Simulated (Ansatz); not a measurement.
`N[SiH2][Ga]([F])[SiH3]`, relaxed with RKS PBE0-D4/def2-TZVP in the Gaussian-basis code of Ansatz from a PBE-D4/def2-SVP geometry. The force threshold is 0.005 eV/Å; the program also tests the step.

Total charge 0; spin multiplicity 1.

Start:

```xyz
12

N    -1.816    1.241   -1.223
Si   -1.040   -0.293   -1.585
Ga    0.835   -0.857   -0.122
F     2.015   -2.021   -0.806
Si    1.475   -0.107    2.109
H    -2.292    1.333   -0.320
H    -1.283    2.095   -1.410
H    -2.082   -1.375   -1.452
H    -0.568   -0.239   -3.014
H     0.432   -0.548    3.108
H     1.512    1.402    2.160
H     2.813   -0.632    2.556
```

Problem. How much energy does the relaxation release, and in how many steps? (Estimate.)

Solution. Ansatz gave: 4.49 kJ/mol, in 27 steps, 3 of them rejected.

Problem. Which bonds change most? (Estimate.)

Solution. Ansatz gave: N1–Si2 from 1.757 to 1.727 Å; Si2–H8 from 1.509 to 1.489 Å; Si5–H11 from 1.510 to 1.491 Å; Si5–H10 from 1.510 to 1.491 Å.

Problem. Give the relaxed structure. (Estimate.)

Solution. Ansatz gave: 
```xyz
12

N    -1.889    1.178   -1.182
Si   -0.959   -0.208   -1.623
Ga    0.759   -0.907   -0.042
F     1.610   -2.389   -0.526
Si    1.566   -0.052    2.081
H    -2.579    1.105   -0.453
H    -1.459    2.090   -1.175
H    -1.905   -1.343   -1.807
H    -0.289    0.087   -2.920
H     0.578   -0.378    3.150
H     1.681    1.433    2.029
H     2.885   -0.617    2.469
```
